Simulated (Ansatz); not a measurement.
ClFGeI (`[F][Ge]([Cl])[I]`) radical, 4 atoms. Charge 0, multiplicity 2. Correlated methods include outer-core shells of Ge, I, which these sets cover unevenly. Scalar relativity is left out up to krypton. I: def2 effective core potential. All runs use 4 threads of an AMD EPYC 7B13 on a shared host. Correlated methods freeze the cores. Open-shell runs search over several starts.

Task: Give the basis size and wall time and peak host memory of each of these runs in Ansatz. UKS PBE0-D4/def2-QZVPP energy; UKS ωB97M-V/def2-QZVPP energy; UHF-CCSD(T)/def2-TZVPP energy; UKS HSE06 (plane-wave form)-D4/def2-TZVPP energy; UKS PBE0-D4/def2-TZVP frequencies; UKS ωB97M-V/def2-SVP energy; UKS ωB97M-V/def2-TZVPP energy and forces; UKS BHLYP-D4/def2-TZVPP energy; UHF-MP2/def2-QZVPP energy; UHF-CCSD(T)/def2-SVP energy; UKS revPBE-D4/def2-TZVPP energy; UKS PBE0-D4/def2-TZVP relaxation (6 steps). (An estimate is asked.)

Result: Computed: Other jobs shared the machine, so times are rough.

| level | job | functions | wall time | peak host memory (GiB) |
| --- | --- | --- | --- | --- |
| UKS revPBE-D4/def2-TZVPP | energy | 171 | 2.7 s | 0.3 |
| UKS HSE06 (plane-wave form)-D4/def2-TZVPP | energy | 171 | 3.9 s | 0.73 |
| UKS BHLYP-D4/def2-TZVPP | energy | 171 | 3.9 s | 0.71 |
| UKS ωB97M-V/def2-SVP | energy | 90 | 6.5 s | 0.51 |
| UKS PBE0-D4/def2-QZVPP | energy | 298 | 9 s | 1.3 |
| UKS ωB97M-V/def2-TZVPP | energy and forces | 171 | 11 s | 0.94 |
| UHF-CCSD(T)/def2-SVP | energy | 90 | 11 s | 0.69 |
| UHF-MP2/def2-QZVPP | energy | 298 | 13 s | 1.3 |
| UKS ωB97M-V/def2-QZVPP | energy | 298 | 19 s | 1.6 |
| UKS PBE0-D4/def2-TZVP | relaxation (6 steps) | 166 | 28 s | 0.67 |
| UKS PBE0-D4/def2-TZVP | frequencies | 166 | 72 s | 0.68 |
| UHF-CCSD(T)/def2-TZVPP | energy | 171 | 3.8 min | 4.7 |
